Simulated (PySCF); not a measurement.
**How methods differ on the ionisation energy of Co⁺**

Co⁺ [Ar] 3d8 (3F) → Co²⁺ [Ar] 3d7 (4F), as a difference of total energies. Computed with PySCF 2.14 in aug-cc-pVDZ-DK (7s6p4d2f, 59 functions), with the spin-free X2C one-electron Hamiltonian (Gaussian nucleus). Correlated levels: valence: [Ar] frozen. The calculations carry no spin-orbit coupling.

Task: Order these methods by the ionisation energy they give, lowest first.
A. UHF
B. BP86
C. MN15
D. MP2 (valence)

Result: A (14.248 eV), D (16.783 eV), C (17.491 eV), B (17.805 eV).

The reference lies between the lowest fine-structure levels, while these numbers refer to the centres of the terms.

Errors of the correlated levels include the incompleteness of this basis and the frozen core.

For comparison: 17.084 eV (measured; NIST Atomic Spectra Database, ionization energies).
